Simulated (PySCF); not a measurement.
A calculated (r2SCAN, PySCF 2.14, x2c-QZVPPall, the spin-free X2C one-electron Hamiltonian (Gaussian nucleus)) atom or ion has these occupied shells.

```json
{"shell": "1s β", "electrons": "1", "orbital energy (eV)": "-18845.0", "rms radius, mean of both spins (bohr)": "0.0415"}
{"shell": "1s α", "electrons": "1", "orbital energy (eV)": "-18845.0", "rms radius, mean of both spins (bohr)": "0.0415"}
{"shell": "2s α", "electrons": "1", "orbital energy (eV)": "-2667.4", "rms radius, mean of both spins (bohr)": "0.171"}
{"shell": "2s β", "electrons": "1", "orbital energy (eV)": "-2667.0", "rms radius, mean of both spins (bohr)": "0.171"}
{"shell": "2p α", "electrons": "3", "orbital energy (eV)": "-2382.1", "rms radius, mean of both spins (bohr)": "0.152"}
{"shell": "2p β", "electrons": "3", "orbital energy (eV)": "-2381.9", "rms radius, mean of both spins (bohr)": "0.152"}
{"shell": "3s α", "electrons": "1", "orbital energy (eV)": "-468.65", "rms radius, mean of both spins (bohr)": "0.473"}
{"shell": "3s β", "electrons": "1", "orbital energy (eV)": "-468.57", "rms radius, mean of both spins (bohr)": "0.473"}
{"shell": "3p α", "electrons": "3", "orbital energy (eV)": "-374.40", "rms radius, mean of both spins (bohr)": "0.480"}
{"shell": "3p β", "electrons": "3", "orbital energy (eV)": "-374.29", "rms radius, mean of both spins (bohr)": "0.480"}
{"shell": "3d α", "electrons": "5", "orbital energy (eV)": "-220.70", "rms radius, mean of both spins (bohr)": "0.475"}
{"shell": "3d β", "electrons": "5", "orbital energy (eV)": "-220.46", "rms radius, mean of both spins (bohr)": "0.475"}
{"shell": "4s α", "electrons": "1", "orbital energy (eV)": "-81.723", "rms radius, mean of both spins (bohr)": "1.22"}
{"shell": "4s β", "electrons": "1", "orbital energy (eV)": "-80.503", "rms radius, mean of both spins (bohr)": "1.22"}
{"shell": "4p α", "electrons": "3", "orbital energy (eV)": "-56.898", "rms radius, mean of both spins (bohr)": "1.37"}
{"shell": "4p β", "electrons": "3", "orbital energy (eV)": "-55.436", "rms radius, mean of both spins (bohr)": "1.37"}
{"shell": "4d α", "electrons": "2", "orbital energy (eV)": "-23.078", "rms radius, mean of both spins (bohr)": "1.89"}
{"shell": "5s β", "electrons": "1", "orbital energy (eV)": "-18.501", "rms radius, mean of both spins (bohr)": "3.22"}
```

Q: Name the element and its charge.

A: Nb²⁺ (niobium, charge +2), in [Kr] 4d2 5s1, 5s spin antiparallel (an excited configuration).
